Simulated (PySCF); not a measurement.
C₇H₈OS.
Atom-mapped SMILES: `[CH3:1][S@:2](=[O:3])[c:4]1[cH:5][cH:6][cH:7][cH:8][cH:9]1` (hydrogens: H10, H11, H12 on C1; H13 on C5; H14 on C6; H15 on C7; H16 on C8; H17 on C9)

Geometry (GFN2-xTB, Å), atoms numbered from 1 in this order:
```
atom  x, y, z in Å
C1     2.6138    0.1426    0.4257
S2     1.8051    0.4878   -1.2069
O3     1.8339    1.9414   -1.3653
C4     0.1378    0.0852   -0.5813
C5    -0.2602   -1.2365   -0.4846
C6    -1.5289   -1.5277   -0.0135
C7    -2.3864   -0.5003    0.3492
C8    -1.9826    0.8202    0.2365
C9    -0.7157    1.1151   -0.2369
H10    3.6681    0.3789    0.3244
H11    2.4807   -0.9064    0.6623
H12    2.1630    0.7731    1.1839
H13    0.4168   -2.0267   -0.7750
H14   -1.8508   -2.5554    0.0669
H15   -3.3756   -0.7312    0.7158
H16   -2.6543    1.6189    0.5133
H17   -0.3717    2.1331   -0.3497
```

The calculation used PBE0/pcSseg-1 in PySCF (dipole) on a GFN2-xTB geometry, gas phase.

Masses are those of the commonest isotopes; rigid-rotor values at the optimised geometry. The values belong to one conformer with, in the numbering `[CH3:1][S@:2](=[O:3])[c:4]1[cH:5][cH:6][cH:7][cH:8][cH:9]1`, C1–S2–C4–C5 -81°.

Task: What are A, B and C (GHz)?

Result: Ia = 161.49, Ib = 523.11, Ic = 605.33 u·Å²; 505379 MHz·u·Å²/I gives 3130, 966.1 and 834.9 MHz, that is A = 3.1295, B = 0.9661, C = 0.8349 GHz.

Task: Classify the top.

Result: An asymmetric top. Ray's parameter κ = (2B − A − C)/(A − C) = -0.886; −1 is the prolate and +1 the oblate limit.

Task: Is it planar, by Δ = Ic − Ia − Ib?

Result: Not planar: Δ = Ic − Ia − Ib = -79.27 u·Å². For a rigid frame Δ = −2 Σ m c², so Σ m c² = 39.63 u·Å² lies off the ab plane: 8.86 from hydrogen and 30.77 from heavier atoms. The atom farthest from that plane is 2.01 Å away.

Task: List the rotational levels J(Ka,Kc) to J = 2 (cm⁻¹).

Result: Above 0(0,0):
J = 1: 1(0,1) 0.0601, 1(1,1) 0.1322, 1(1,0) 0.1366
J = 2: 2(0,2) 0.1800, 2(1,2) 0.2480, 2(1,1) 0.2611, 2(2,1) 0.4776, 2(2,0) 0.4778

Task: Which types of transition are allowed, and where do some lines up to J = 3 fall?

Result: The dipole components are |μa| = 2.25 D, |μb| = 2.74 D, |μc| = 1.23 D. The squared components, which scale the intensities, stand as 0.67 : 1.00 : 0.20 (a : b : c). Some lines, for components of 0.1 D or more:

```csv
type,branch,"J(Ka,Kc)",MHz,lower level (cm⁻¹)
a,Q,"2(1,1) ← 2(1,2)",394,0.248
a,Q,"3(1,2) ← 3(1,3)",787,0.422
c,Q,"1(1,1) ← 1(0,1)",2163,0.060
b,Q,"1(1,0) ← 1(0,1)",2295,0.060
b,Q,"2(1,1) ← 2(0,2)",2432,0.180
a,R,"2(1,1) ← 1(1,0)",3733,0.137
a,R,"3(2,2) ← 2(2,1)",5403,0.478
c,Q,"3(2,2) ← 3(1,2)",6297,0.448
b,Q,"3(2,1) ← 3(1,2)",6326,0.448
b,R,"3(1,3) ← 2(0,2)",7241,0.180
c,R,"2(2,0) ← 1(1,0)",10229,0.137
b,Q,"3(3,1) ← 3(2,2)",11149,0.658
c,R,"3(3,0) ← 2(2,0)",16546,0.478
```

Task: Estimate the classical rotational partition function at 10 K, 100 K and 500 K.

Result: Point group C1, symmetry number σ = 1; q = (√π/σ)·√((kT/h)³/(ABC)), k/h = 20836.6 MHz/K: 3360 at 10 K, 106000 at 100 K, 1190000 at 500 K.

No frequency check. No vibrational averaging or centrifugal distortion is included, and the geometry carries the error of its method. A rigid rotor knows nothing of internal rotation, which can split or shift real lines.
